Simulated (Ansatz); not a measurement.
Gas-phase electronic energies from Ansatz, PBE0-D4/def2-TZVP geometries. CCSD(T)/CBS is the MP2 limit (def2-TZVPP, def2-QZVPP) plus CCSD(T) − MP2 in def2-TZVPP, frozen cores. This one scheme is used for every species. DFT in def2-TZVPP. B3LYP here is the variant with VWN-RPA as its local correlation; programs differ in this. For Ga outer-core shells are correlated without core-valence functions, which leaves a few kJ/mol of doubt a bond. Scalar relativity is left out up to krypton. Each species was taken in one conformer, which may not be the lowest.

Consider the ligand exchange at a Ga–C bond: `[CH3][Ga]([NH2])[CH2]F` + HCl → `[CH3][Ga]([NH2])[Cl]` + `CF`.

`[CH3][Ga]([NH2])[CH2]F`:

Cartesian coordinates in Å:
```
C 1.426 0.677 -1.078
Ga 0.038 0.069 0.162
N 0.103 0.583 1.908
C -1.498 -1.104 -0.326
F -1.454 -1.439 -1.681
H 2.169 1.301 -0.579
H 0.979 1.251 -1.894
H 1.934 -0.179 -1.527
H 0.822 1.173 2.290
H -0.566 0.319 2.611
H -1.493 -2.037 0.248
H -2.459 -0.615 -0.135
```

HCl:

Z-matrix (Å, degrees):
```
Cl
H 1 1.279
```

`[CH3][Ga]([NH2])[Cl]`:

Z-matrix (Å, degrees):
```
C
Ga 1 1.946
H 1 1.091 2 109.7
H 1 1.091 2 109.7 3 -118.3
H 1 1.090 2 111.5 3 120.9
N 2 1.804 1 128.0 3 -122.9
Cl 2 2.159 1 119.7 3 57.2
H 6 1.005 2 124.5 1 0.1
H 6 1.005 2 122.7 1 -179.9
```

`CF`:

Z-matrix (Å, degrees):
```
C
F 1 1.376
H 1 1.092 2 109.1
H 1 1.092 2 109.1 3 -120.0
H 1 1.092 2 109.1 3 120.0
```

```csv
level,ΔE (eV)
B3LYP-D4,-1.66
B3LYP,-1.68
SCS-MP2/def2-QZVPP,-1.71
MP2/CBS(def2),-1.70
```

Question: What does CCSD(T)/CBS give? (Best estimate.)

Answer: The calculation gave: -1.65 eV. The listed levels differ from it by -0.01, -0.03, -0.06, -0.05 eV.

Largest T1 diagnostic among the species: 0.012.

In def2-TZVPP, CCSD(T) changes the Hartree–Fock value by +0.31 eV (the triples alone add +0.02 eV) and MP2 by +0.26 eV. From PBE to PBE0 (25 % exact exchange), in def2-TZVPP and without D4, ΔE moves by −0.09 eV.
